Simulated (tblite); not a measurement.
Species: C4H13NOSi.
Z-matrix (Å and degrees, GFN2-xTB geometry), rows numbered from 1:
```
C 
C   1  1.5305
C   2  1.5292  1  108.64
C   2  1.5287  1  108.58  3   117.79
Si  2  1.9159  1  110.79  3  -120.37
N   5  1.7292  2  106.32  1   -61.35
O   5  1.6283  2  113.59  1    56.86
H   1  1.0886  2  110.77  3    58.66
H   1  1.0878  2  110.81  3   179.08
H   1  1.0905  2  110.47  3   -60.89
H   3  1.0904  2  110.67  1    57.15
H   3  1.0879  2  110.81  1   177.14
H   3  1.0878  2  110.75  1   -62.97
H   4  1.0880  2  110.77  1   178.44
H   4  1.0877  2  110.80  1    58.15
H   4  1.0902  2  110.59  1   -61.61
H   5  1.4624  2  111.59  1   168.76
H   6  1.0061  5  118.65  2   -54.73
H   6  1.0078  5  117.10  2   170.51
H   7  0.9537  5  119.74  2   -63.34
```

Calculated harmonic vibrations of the isolated species, GFN2-xTB (tblite), most abundant isotopes, no scaling. This tight-binding method is rough: wavenumbers can miss measured ones by several per cent, in bad cases by 10 to 20. Modes of hydrogen on silicon can be 10 to 20 % off. One conformer, not necessarily the lowest.

Harmonic wavenumbers (cm⁻¹): 36.2, 140.6, 169.6, 207.7, 219.6, 228.0, 257.7, 266.4, 279.5, 285.1, 318.1, 365.0, 391.8, 402.6, 584.5, 609.5, 666.3, 683.0, 799.5, 830.6, 870.0, 900.5, 922.6, 964.7, 974.4, 975.5, 1035.0, 1037.9, 1225.0, 1225.4, 1248.8, 1408.0, 1411.7, 1432.3, 1500.9, 1502.9, 1504.2, 1515.3, 1516.0, 1521.0, 1529.0, 2259.6, 2989.0, 2990.8, 2997.6, 3014.8, 3020.6, 3025.4, 3028.3, 3030.7, 3032.3, 3475.6, 3519.5, 3667.9.

A = 2766, B = 1678, C = 1421 MHz; mass 119.077 u (most abundant isotopes); point group C1, symmetry number 1.

**Question.** What is the zero-point energy?

**Answer.** Half the sum of the wavenumbers: 37007 cm⁻¹ = 442.70 kJ/mol.

**Question.** Give the ideal-gas entropy at 298.15 K and 1 bar in the rigid-rotor, harmonic-oscillator model (classical rotation).

**Answer.** Translation 168.47, rotation 118.32, vibration 127.33: S = 414.1 J/(mol K).

**Question.** And Cp and H(298.15 K) − H(0)?

**Answer.** Cp = 175.98 J/(mol K), of which vibrations give 142.72 (their classical limit is 54 R = 449.0); H(298.15 K) − H(0) = 31.16 kJ/mol without the zero-point energy, 21.24 from vibrations.

**Question.** Which modes carry the vibrational entropy at 298.15 K?

**Answer.** 36.2 cm⁻¹: 22.83; 140.6 cm⁻¹: 11.70; 169.6 cm⁻¹: 10.21; 207.7 cm⁻¹: 8.63; 219.6 cm⁻¹: 8.21; 228.0 cm⁻¹: 7.93 J/(mol K); the other 48 give 57.82 together.

**Question.** Blend soft modes into free rotors: weight 1/[1 + (100 cm⁻¹/ν̃)⁴] for the oscillator and the rest for a rotor with moment μB/(μ + B), μ = h/(8π²ν), B = 10⁻⁴⁴ kg m². What vibrational entropy results?

**Answer.** 120.68 J/(mol K) in place of 127.33, which changes −T·S at 298.15 K by +1.98 kJ/mol.

Hindered rotation and anharmonicity are outside this model. Other conformers, if any are populated, would add a mixing term that is left out. The structure is chiral; the term R ln 2 for an equal mix with its mirror image is left out.

Time: 0.56 s wall. Hardware: an Arm Neoverse V2 with one thread, on a shared host. This covers the Hessian and the dipole derivatives.
